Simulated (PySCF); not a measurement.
# Computed properties of Al(F)(Me)(vinyl) (C₃H₆AlF), SMILES C=[CH][Al]([CH3])[F]

Al(F)(Me)(vinyl) (C3H6AlF), SMILES [CH3][Al]([CH]=C)[F]. Coordinates come from a B3LYP-D3(BJ)/def2-SVP optimisation. The structure was generated by enumeration; whether it is a known compound was not checked. One conformer was computed; it need not be the lowest. All values are computed for the isolated molecule unless a solvent is named; none is compared with measurement here.

**Structure.** All 27 harmonic modes at B3LYP-D3(BJ)/def2-SVP (PySCF) are real, so it is a minimum. With heavy atoms numbered as in [Al:1]([F:2])([CH3:3])[CH:7]=[CH2:8], the shortest bond between them is C7–C8 at 1.345 Å and the longest Al1–C3 at 1.947 Å.

**Vibrations.** The strongest infrared lines (harmonic, unscaled, degenerate partners summed) lie at 720 cm⁻¹ (154 km/mol, Al 47 %, C 32 %, H 20 %), 868 cm⁻¹ (147 km/mol, Al 48 %, F 46 %), 647 cm⁻¹ (71 km/mol, H 71 %, C 20 %, Al 9 %). The softest mode is at 45 cm⁻¹ and the zero-point energy is 50.0 kcal/mol.

**Electronic structure.** HF/def2-TZVP (PySCF) places the frontier levels at -10.44 and 1.94 eV, a gap of 12.38 eV, and gives a dipole moment of 2.21 D and a mean polarisability of 55.4 bohr³. PBE/def2-TZVP (PySCF) at the same geometry gives -6.70 and -2.08 eV, so its gap is 7.76 eV narrower. An orbital gap is neither the optical nor the fundamental gap.

**Excitations.** TDA-ωB97X/def2-SVPD (PySCF) has S1 at 5.68 eV (218 nm, f = 0.001, dark); the most intense of the 10 singlets computed lies at 7.01 eV (f = 0.40). T1 (TDA) is at 4.15 eV, 1.53 eV under S1. TDA-PBE/def2-SVPD (PySCF) puts S1 at 4.78 eV. No vertical singlet excitation falls in the visible range (under 3.1 eV).

**NMR.** GIAO shifts at HF/pcSseg-1 (PySCF) (non-relativistic, atoms alike by connectivity averaged): ¹³C from -13.9 to 159.2 ppm against TMS; ¹H from 0.1 to 6.9 ppm against TMS; ¹⁹F at -124.5 ppm against CFCl3.
